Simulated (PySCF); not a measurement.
# Correlation energy of As⁺ (arsenic, charge +1)

[Ar] 3d10 4s2 4p2, high-spin 3P determinant. Calculation: PySCF 2.14, in 6-31G* (5s4p3d, 32 functions); no relativity, point nucleus. Frozen: [Ar] 3d10; 4 electrons correlated.

MP2 pair energies summed by pair of shells (mhartree):

```
 pair  energy  share (%)
4s-4p  -25.35       60.3
4s-4s  -12.52       29.8
4p-4p   -4.18        9.9
```

Total MP2 correlation energy: -42.05 mhartree.

Same-spin part -6.63 and opposite-spin part -35.42 mhartree; SCS-MP2 scales them by 1/3 and 6/5 to -44.71 mhartree.

| level | correlation energy (mhartree) |
| --- | --- |
| CCSD | -58.68 |
| (T) | -0.67 |
| CCSD(T) | -59.35 |

Diagnostics: T1 = 0.0066, D1 = 0.0183, largest double amplitude 0.098.

Q: Is a single reference adequate?

A: Mostly. T1 lies below 0.03, but a double amplitude of this size points to a near-degeneracy that CCSD handles and MP2 describes poorly.
